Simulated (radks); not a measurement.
Results of a calculation; reference values are marked as such.
Charge is removed step by step from the 5p (averaged over the sub-levels emptied) level of neutral cerium, starting from [Xe] 4f1 5d1 6s2. Code: a radial shooting solver on a logarithmic mesh with Libxc functionals. Model: Dirac Kohn-Sham, BLYP, spin-unpolarised, spherical densities, finite nucleus; open shells are shared between the two j in proportion to 2j + 1; Fermi nuclear charge, rms radius 4.8771 fm.

removed (e),E - E(0) (eV),eigenvalue (eV),E minus straight line (eV)
0,0.000,-23.042,0.000
0.1,2.348,-23.922,-0.423
0.2,4.785,-24.824,-0.756
0.3,7.313,-25.745,-0.998
0.4,9.935,-26.685,-1.148
0.5,12.651,-27.641,-1.202
0.6,15.463,-28.612,-1.160
0.7,18.374,-29.598,-1.020
0.8,21.383,-30.598,-0.781
0.9,24.494,-31.611,-0.442
1,27.706,-32.636,0.000

Removing the whole electron costs 27.706 eV by Delta-SCF, against 23.042 eV from minus the eigenvalue at the starting occupation. Slater's transition state (half an electron removed) gives 27.641 eV. Integrating minus the eigenvalue over the occupation (Janak's theorem) gives 27.706 eV. The mean slope of the eigenvalue, de/dn, is 9.59 eV per electron.
